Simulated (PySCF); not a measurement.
## Sb³⁺ (antimony, charge +3) across methods

[Kr] 4d10 5s2, closed-shell 1S. All numbers are calculated (PySCF 2.14, a scalar-relativistic core potential, in aug-cc-pVQZ-PP with ECP28MDF). The B2PLYP total includes its PT2 part (frozen core); its orbital energies are those of the SCF part.

| method | E (hartree) | mean ε 4p (eV) | mean ε 4d (eV) | mean ε 5s (eV) | Σ⟨r²⟩ (bohr²) | ⟨S²⟩ |
| --- | --- | --- | --- | --- | --- | --- |
| TPSSh | -238.2892 | -135.23 | -63.755 | -39.207 | 27.79 | 0.000 |
| PBE0 | -238.3747 | -138.14 | -65.508 | -39.957 | 27.80 | 0.000 |
| r2SCAN | -238.4478 | -135.37 | -63.352 | -39.171 | 27.74 | 0.000 |
| B2PLYP | -238.1063 | -144.23 | -68.441 | -40.829 | 27.92 | 0.000 |
| LDA | -237.9757 | -132.20 | -62.559 | -39.490 | 27.81 | 0.000 |
| LC-wPBE | -238.3873 | -138.44 | -67.844 | -42.790 | 27.75 | 0.000 |
| UHF | -237.48724 | -154.31 | -73.368 | -41.870 | 28.05 | 0.000 |

Task: Estimate the same row for PBE.

Result: E (hartree) = -238.3659; mean ε 4p (eV) = -132.34; mean ε 4d (eV) = -62.467; mean ε 5s (eV) = -38.993; Σ⟨r²⟩ (bohr²) = 27.79; ⟨S²⟩ = 0.000.

Energies and moments cover only the electrons outside the core potential.
